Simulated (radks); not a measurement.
Values are calculated unless marked as measured or tabulated.
Species: the strontium ion Sr+. Configuration: [Kr] 5s1 (the NIST ground configuration). Level of theory: Dirac Kohn-Sham, LDA (Slater exchange, Perdew-Wang correlation), spin-unpolarised, spherical densities, finite nucleus; Fermi nuclear charge, rms radius 4.224 fm (a radial shooting solver on a logarithmic mesh with Libxc functionals).

X-ray form factor f0, the Fourier transform of the density (f0(0) = 37):

| sin(theta)/lambda (1/angstrom) | f0 (electrons) |
|---|---|
| 0.05 | 36.250 |
| 0.1 | 34.439 |
| 0.15 | 32.252 |
| 0.2 | 30.023 |
| 0.25 | 27.869 |
| 0.3 | 25.873 |
| 0.4 | 22.511 |
| 0.5 | 19.876 |
| 0.6 | 17.659 |
| 0.8 | 13.849 |
| 1 | 10.810 |
| 1.25 | 8.250 |
| 1.5 | 6.781 |
| 2 | 5.321 |
